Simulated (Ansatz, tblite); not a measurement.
Removing and adding an electron: Al₁₅P₁₅H₃₄, a nanocrystal cut from wurtzite AlP (hydrogen-capped). Total charge 0; singlet. Geometry: PBE-D4/def2-SVP. Ansatz, gas phase; energy differences of separate SCF runs; the oxidised species was run as a doublet alone; the reduced species was run as a doublet alone.

```xyz
64

Al    0.781   -3.533    3.548
P    -1.195   -2.128    3.825
P     2.281   -2.092    2.440
Al    1.663    0.244    2.547
Al    5.414    0.012    1.274
P     3.436    1.422    1.511
Al   -1.915   -0.941    1.863
P    -3.832    0.408    2.395
P    -0.207    0.373    1.043
Al   -0.870    2.680    1.174
Al    2.815    2.669   -0.457
P     0.832    3.925    0.099
Al   -4.720    1.756    0.565
P    -2.782    2.775   -0.306
Al   -0.079    5.294   -1.705
P    -0.074   -4.942    1.768
Al    2.997   -2.926    0.280
P     4.584   -1.383   -0.533
Al   -0.812   -4.030   -0.367
P    -2.615   -2.559    0.284
P     0.953   -2.575   -0.979
Al    0.394   -0.251   -1.171
Al    3.865   -0.491   -2.692
P     2.106    1.044   -2.032
Al   -3.394   -1.548   -1.767
P    -5.155   -0.057   -0.987
P    -1.659   -0.063   -2.395
Al   -2.378    2.241   -2.635
Al    1.271    2.003   -4.099
P    -0.486    3.493   -3.283
H     1.135   -4.332    4.881
H    -0.929   -1.164    4.847
H    -2.286   -2.829    4.430
H     3.457   -2.194    3.253
H     1.198    0.620    4.039
H     5.526   -0.893    2.608
H     6.650    0.903    0.776
H     3.777    2.399    2.504
H    -3.470    1.279    3.469
H    -4.843   -0.370    3.044
H    -1.319    3.040    2.674
H     3.997    3.630   -0.934
H     1.227    4.851    1.121
H    -6.029    2.556    0.996
H    -3.151    4.160   -0.331
H    -1.505    5.866   -1.205
H     1.059    6.279   -2.257
H    -1.061   -5.844    2.281
H     0.965   -5.885    1.490
H     3.303   -4.500    0.382
H     5.673   -2.272   -0.828
H    -1.297   -5.190   -1.349
H    -3.675   -3.347    0.842
H     1.292   -2.986   -2.309
H     5.087    0.319   -3.342
H     3.164   -1.724   -3.467
H    -3.967   -2.623   -2.797
H    -6.285   -0.822   -0.552
H    -5.736    0.556   -2.143
H    -1.333   -0.463   -3.732
H    -3.762    2.293   -3.449
H     2.412    2.891   -4.793
H     0.513    0.825   -4.906
H    -1.005    4.149   -4.449
```

The xTB rows come from tblite. Single mean-field runs in def2-SVP are fitted with def2-universal-jkfit. HOMO above LUMO, or a gap near zero within one spin, warns that the state may not be the lowest or that an electron is smeared out.

Q: Estimate orbital energies and vertical ionisation energies and electron affinities at: GFN1-xTB; GFN2-xTB; PBE-D4/def2-SVP; PBE0-D4/def2-SVP.

A: 
| level | −HOMO (eV) | vertical IE (eV) | −LUMO (eV) | vertical EA (eV) | HOMO–LUMO gap (eV) | IE − EA (eV) | remarks |
| --- | --- | --- | --- | --- | --- | --- | --- |
| GFN1-xTB | 9.78 | 11.15 | 6.89 | 5.58 | 2.89 | 5.57 | – |
| GFN2-xTB | 9.69 | 11.15 | 7.77 | 6.42 | 1.92 | 4.74 | – |
| PBE-D4/def2-SVP | 5.67 | 7.15 | 2.79 | 1.53 | 2.88 | 5.63 | gap within one spin near zero (+1 doublet), gap within one spin near zero (-1 doublet) |
| PBE0-D4/def2-SVP | 6.65 | 7.68 | 2.15 | 1.34 | 4.51 | 6.34 | – |

   Raw xTB energy differences between charge states are shifted by several eV; the methods need an empirical correction for them. Sets without diffuse functions give affinities that are too small.
